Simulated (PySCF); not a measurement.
Question: Give a GFN2-xTB geometry of InChI=1S/C2H3P/c1-2-3/h1H3.

Answer: 
```
atom  x, y, z in Å
C1    -0.548   -0.004    0.003
C2     0.892    0.008   -0.014
P3     2.443    0.022   -0.032
H4    -0.933   -0.542   -0.866
H5    -0.913   -0.497    0.906
H6    -0.937    1.016   -0.019
```

Any rigid rotation of these coordinates is as good. Atoms count from 1 in this order. 

Bonds between heavy atoms (Å): C1–C2 1.440, C2≡P3 1.552.

Structure optimised with GFN2-xTB, isolated species.

Point group: C3v (every atom within 0.08 Å of its image). No GFN2-xTB frequencies stand behind this structure, so it isn't proved a minimum.

All values are computed, not measured.


Task: Give a PBE0-D3(BJ)/def2-SVP geometry of [Au(NH3)2]+, `[NH3]->[Au+]<-[NH3]`. (Charge +1 and singlet state.)

Result: 
```xyz
9
AuH6N2 angstrom
Au     0.0001    0.0001    0.0000
N     -0.0067   -0.0137    2.0648
H     -0.4243    0.8366    2.4532
H      0.9390   -0.0823    2.4512
H     -0.5382   -0.8035    2.4415
N      0.0067    0.0138   -2.0648
H     -0.9414    0.0190   -2.4514
H      0.4801   -0.8070   -2.4527
H      0.4846    0.8371   -2.4418
```

Any rigid rotation of these coordinates is as good. Atoms count from 1 in this order. N2 (nitrogen bonded to Au and 3 H) is tetrahedral (angles from 106.8° to 112.0°).

Bonds between heavy atoms (Å): Au1–N2 2.065, Au1–N6 2.065.

Method: PBE0-D3(BJ)/def2-SVP geometry optimisation, gas phase, def2 core potentials past Kr in PySCF 2.14.0.

PBE0-D3(BJ)/def2-SVP frequencies: not computed here.
